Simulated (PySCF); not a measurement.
F5Ta, SMILES [Ta-]([F])([F])([F])([F])[F] (connectivity only; charge and spin as stated), charge -1, multiplicity 2.

Geometry: PBE-D3(BJ)/def2-SVPD. The multiplicity is an assumed one; other spin states were not compared. The def2 effective core potentials stand for the cores of Ta; spin–orbit coupling is left out.

Two levels are set side by side: PBE/def2-SVPD (PySCF) and M06-2X/def2-SVPD (PySCF). Same geometry, gas phase. Differences are taken from unrounded values.

```json
[
 {"quantity": "α-spin orbital gap (eV)", "M06-2X": "5.92"},
 {"quantity": "β-spin orbital gap (eV)", "M06-2X": "10.92"},
 {"quantity": "mean polarisability (bohr³)", "M06-2X": "49.1"}
]
```

**Question.** What does PBE give, and how far is it from M06-2X? (The exact figures need the calculation; the answer reports its results.)

**Answer.** 
```
quantity                      PBE  PBE minus M06-2X
---------------------------  ----  ----------------
α-spin orbital gap (eV)      1.34             -4.59
β-spin orbital gap (eV)      6.13             -4.79
mean polarisability (bohr³)  63.9              14.8
```

PBE's more diffuse valence density responds more strongly to a field. Differences between two approximate levels are no errors against the true value.

Rough cost on one machine, each run with all the roots and properties that it gave: M06-2X against PBE within a factor of 2.
